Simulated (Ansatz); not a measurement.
Geometry optimisation, Ansatz 0.2.0, RKS PBE/def2-SVP.

Input file:

```yaml
crystal:
  periodic: [false, false, false]
  atoms:
    - { symbol: Zr, position_ang: [0.0, 0.0, 0.0] }
    - { symbol: F, position_ang: [0.0, 0.0, 2.33] }
    - { symbol: F, position_ang: [1.8671, 0.0, -0.6593] }
    - { symbol: F, position_ang: [-0.9326, 1.6157, -0.6593] }
    - { symbol: Cl, position_ang: [-1.1869, -2.0563, -0.8392] }
    - { symbol: Br, position_ang: [1.1163, -2.619, 0.946] }
    - { symbol: H, position_ang: [0.5048, -1.1844, 2.203] }
basis:
  gaussian: { orbitals: def2-SVP }
hamiltonian:
  xc: pbe
relax:
  f_tol: 0.15
  max_steps: 25
  restrain:
    - { distance: [0, 5], at: 2.7, k: 30.0 }
    - { distance: [6, 1], at: 0.92, k: 30.0 }
    - { distance: [0, 1], at: 3.18, k: 30.0 }
    - { distance: [6, 5], at: 2.75, k: 30.0 }
```

Command:

```bash
$ ansatz run input.yaml --threads 4 --pin off --max-ram 5120MiB --backend cpu --events-out ev --progress --plain --runs-dir out
```

Task: Where does it end, and by what steps?

Result: The forces met the threshold. The restraints hold the end off the free minimum; the threshold counts their pulls, which the force column leaves out. Restrained pairs: Zr1–Br6 (3.00 → 2.66 Å), F2–H7 (1.29 → 0.93 Å), Zr1–F2 (2.33 → 3.17 Å), Br6–H7 (2.00 → 2.75 Å). After 17 steps the energy has fallen by 1.911 eV (the restraints' own energy left out); F3 moved furthest, 1.48 Å.

```json
{"step": "0", "energy less start (eV)": "0.0000", "largest force component (eV/Å)": "2.383", "accepted": "yes"}
{"step": "1", "energy less start (eV)": "0.0915", "largest force component (eV/Å)": "2.380", "accepted": "yes"}
{"step": "2", "energy less start (eV)": "0.1329", "largest force component (eV/Å)": "1.933", "accepted": "yes"}
{"step": "3", "energy less start (eV)": "-0.3603", "largest force component (eV/Å)": "1.881", "accepted": "yes"}
{"step": "4", "energy less start (eV)": "-0.8983", "largest force component (eV/Å)": "0.965", "accepted": "yes"}
{"step": "5", "energy less start (eV)": "-1.2844", "largest force component (eV/Å)": "0.962", "accepted": "yes"}
{"step": "6", "energy less start (eV)": "-1.5436", "largest force component (eV/Å)": "0.942", "accepted": "yes"}
{"step": "7", "energy less start (eV)": "-1.7068", "largest force component (eV/Å)": "0.871", "accepted": "yes"}
{"step": "8", "energy less start (eV)": "-1.7506", "largest force component (eV/Å)": "0.829", "accepted": "yes"}
{"step": "9", "energy less start (eV)": "-1.7762", "largest force component (eV/Å)": "0.891", "accepted": "yes"}
{"step": "10", "energy less start (eV)": "-1.8002", "largest force component (eV/Å)": "0.834", "accepted": "yes"}
{"step": "11", "energy less start (eV)": "-1.8643", "largest force component (eV/Å)": "0.897", "accepted": "yes"}
{"step": "12", "energy less start (eV)": "-1.8763", "largest force component (eV/Å)": "0.955", "accepted": "yes"}
{"step": "13", "energy less start (eV)": "-1.8837", "largest force component (eV/Å)": "0.809", "accepted": "no"}
{"step": "14", "energy less start (eV)": "-1.8979", "largest force component (eV/Å)": "0.969", "accepted": "yes"}
{"step": "15", "energy less start (eV)": "-1.9084", "largest force component (eV/Å)": "0.982", "accepted": "yes"}
{"step": "16", "energy less start (eV)": "-1.9040", "largest force component (eV/Å)": "0.917", "accepted": "no"}
{"step": "17", "energy less start (eV)": "-1.9115", "largest force component (eV/Å)": "1.018", "accepted": "yes"}
```

```xyz
7
Properties=species:S:1:pos:R:3
Zr 0.402 -0.441 -0.403
F -0.813 -0.487 2.521
F 1.383 -0.337 -2.014
F 0.137 1.367 0.091
Cl -1.602 -1.514 -0.964
Br 1.957 -1.846 1.241
H -0.096 -0.986 2.849
```

Run time: 31 s on 4 threads of Arm Neoverse V2, on a shared host, peak memory 0.21 GiB.
